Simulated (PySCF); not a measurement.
## Calculated data, B2H5OSi

All values are calculated (PySCF 2.14.0). Calculation on a computer-drawn molecule: the log of a Hartree-Fock and frozen-core CCSD(T) single point meant for a local Hartree-Fock minimum, with one planted fault or none, to be diagnosed. Offsets are logged minus clean, where the clean run is the same molecule without the fault. The reference is restricted for singlets and unrestricted otherwise, and also for a bond in bohr or an excited solution. Adding or removing an electron swaps singlet and doublet. The excited solution moves the top pair (singlet) or top alpha electron (doublet) to the lowest empty orbital. Highest occupied and lowest empty are orbital energies over both spins, largest force is the largest gradient component, triples share is (T) over the correlation energy, the T1 limit is 0.02 restricted and 0.045 unrestricted, electrons count all cores, a negative frequency is imaginary (commonest isotopes), and the dipole is about the centre of nuclear charge.

```yaml
- formula: B2H5OSi
  logged_structure:
    atoms_angstrom:
      - [B, 1.4654, -1.2752, -2.4563]
      - [Si, 0.0818, -0.7241, -1.0974]
      - [B, 0.8487, 0.8668, -0.0308]
      - [O, 0.3667, 2.1217, -0.1184]
      - [H, 2.3801, -2.0418, -2.5056]
      - [H, -0.2695, -1.8265, -0.1597]
      - [H, -1.1712, -0.3211, -1.7966]
      - [H, 1.7788, 0.7211, 0.7178]
      - [H, -0.3647, 2.2284, -0.708]
  given:
    meant_charge: 0
    meant_multiplicity: 2
    meant_basis: "cc-pV(D+d)Z"
    logged_electrons: 37
    logged_basis_functions: 90
    logged_SCF_converged: "yes"
    logged_spin_squared: 0.7577
    "logged_highest_occupied [eV]": -8.8703
    "logged_lowest_empty [eV]": 0.93419
    "logged_largest_force [hartree/bohr]": 3.2665e-05
    "logged_lowest_frequency [cm^-1]": 50.911
    logged_T1_diagnostic: 0.017841
    logged_D1_diagnostic: 0.055763
    logged_triples_share: 0.026376
    logged_CC_converged: "yes"
    "logged_dipole_magnitude [debye]": 0.93797
    logged_SCF_stable_within_its_kind: "yes"
    "logged_energy_HF [hartree]": -416.03235
    "logged_energy_CCSD(T) [hartree]": -416.52622
    possible_faults: "no fault, one electron removed, one electron added, multiplicity raised by two, geometry at a saddle point, SCF held on an excited solution, minimal basis STO-3G, one bond length entered in bohr, all coordinates scaled"
    drawn_bonds_atom: [1, 2, 3, 1, 2, 2, 3, 4]
    drawn_bonds_other_atom: [2, 3, 4, 5, 6, 7, 8, 9]
    drawn_bonds_order: [1, 1, 1, 1, 1, 1, 1, 1]
  results:
    planted_fault: "no fault"
    "HF_energy_offset_from_clean_run [kcal/mol]": 0.0
    "CCSD(T)_energy_offset_from_clean_run [kcal/mol]": 0.0
```
